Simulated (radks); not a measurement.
The numbers below are computed, except where a source is named.
Task: These are the eigenvalues of the occupied orbitals of an atom or ion with whole-number occupations (hartree). Level of theory: scalar-relativistic Kohn-Sham, B86b exchange with PBE correlation, spin-polarised, spherical densities, finite nucleus; Fermi nuclear charge, rms radius of each element as measured or else 0.836 A^(1/3) + 0.57 fm (a radial shooting solver on a logarithmic mesh with Libxc functionals).

1s: -7.12535
2s: -0.71856

Which element is it, and in what charge state? The configuration may be excited. Open shells, if any, are filled with parallel spins first.

Result: Z = 5, boron, charge +1: B+ in [He] 2s2. The 1s level, -7.1253 hartree, gives Z - s = 3.8 by -(Z - s)^2/2, which with screening and relativity narrows Z to a few neighbours, and with so few levels the electron count can be read from the list.
